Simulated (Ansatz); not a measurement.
Computed with Ansatz on PBE0-D4/def2-TZVP structures; ΔE is electronic, products minus reactants. CBS: MP2 limit from def2 TZ/QZ plus the TZ coupled-cluster correction, frozen cores. Functionals use def2-TZVPP. For Mg outer-core shells are correlated without core-valence functions, which leaves a few kJ/mol of doubt a bond. One conformer a species, not always the lowest.

Consider the ligand exchange at the Si–O bond: `CO[SiH](N)O[SiH3]` + `[OH][Mg][N]([SiH3])[SiH3]` → `[SiH3][O][Mg][N]([SiH3])[SiH3]` + `CO[SiH](N)O`.

| level | ΔE (kcal/mol) |
| --- | --- |
| PBE-D4 | -3.5 |
| PBE0-D4 | -3.5 |
| ωB97X-V | -3.2 |
| PBE | -4.5 |
| HF/def2-TZVPP | -4.2 |
| CCSD(T)/def2-TZVPP | -4.0 |
| SCS-MP2/def2-QZVPP | -4.1 |
| MP2/CBS(def2) | -4.1 |

(1) What does CCSD(T)/CBS give? (An estimate is asked.)

Largest T1 diagnostic among the species: 0.011.

## Answers

(1) Ansatz gave: -4.4 kcal/mol. The listed levels differ from it by 0.9, 0.9, 1.2, -0.1, 0.2, 0.4, 0.3, 0.3 kcal/mol.

The D4 term adds +1.4 kcal/mol with B3LYP and +0.9 kcal/mol with PBE0; it sums over pairs of atoms, weighted by their polarisabilities, and B3LYP, whose exchange is more repulsive, gets the larger term.

B3LYP here is the variant with VWN-RPA as its local correlation; programs differ in this.
